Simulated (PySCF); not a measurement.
These 2 structures share the formula C6H11O (doublet state). Level of theory: PySCF 2.14.0, PBE0-D3(BJ)/def2-SVP geometry optimisation, gas phase. Energies are electronic, without zero-point or thermal terms, for one conformer each. No frequencies were run at this level. Point groups hold within 0.08 Å. The open-shell SCF solutions weren't tested for stability.

Task: Rank from lowest to highest electronic energy at this level (kcal/mol).
A. `[CH:1]1[CH2:2][CH2:3][CH2:4][O:5][CH2:6][CH2:7]1` (doublet state) with C7–C1–C2–C3 56°, C1–C2–C3–C4 -78°, C2–C3–C4–O5 36°, C3–C4–O5–C6 50°
B. `[CH:1]1[CH2:2][CH2:3][CH2:4][CH2:5][O:6][CH2:7]1` (doublet state) with C7–C1–C2–C3 -76°, C1–C2–C3–C4 69°, C2–C3–C4–C5 -53°, C3–C4–C5–O6 70°

Result: B (0.0), A (2.0).

Neighbours under 5.0 kcal/mol apart ([CH]1CCCCOC1 and [CH]1CCCOCC1) can change places with a better method, another conformer or zero-point energy. Both arise from one parent by loss of a hydrogen atom ([CH]1CCCCOC1: H removed from sp3 C; [CH]1CCCOCC1: H removed from sp3 C), so the differences are those of the electronic X–H dissociation energies at this level.

```
      SMILES      E (Eh)  E rel (kcal/mol)  dipole (D)  point group     A, B, C (MHz)   ⟨S²⟩
[CH]1CCCCOC1  -309.84245               0.0        1.20           C1  3470, 3078, 1846  0.755
[CH]1CCCOCC1  -309.83923               2.0        1.08           C1  3397, 3147, 1861  0.755
```

Task: How do the relative energies change in single points at B3LYP/IGLO-III on C O, pcH-1 on H (no added dispersion term) on the same geometries?

Result: 
| SMILES | PBE0-D3(BJ)/def2-SVP (kcal/mol) | B3LYP/IGLO-III on C O, pcH-1 on H (kcal/mol) | shift |
| --- | --- | --- | --- |
| [CH]1CCCCOC1 | 0.0 | 0.0 | 0.0 |
| [CH]1CCCOCC1 | 2.0 | 1.9 | -0.1 |

Each column counts from its own lowest isomer. The order is unchanged; the largest shift is 0.1 kcal/mol.
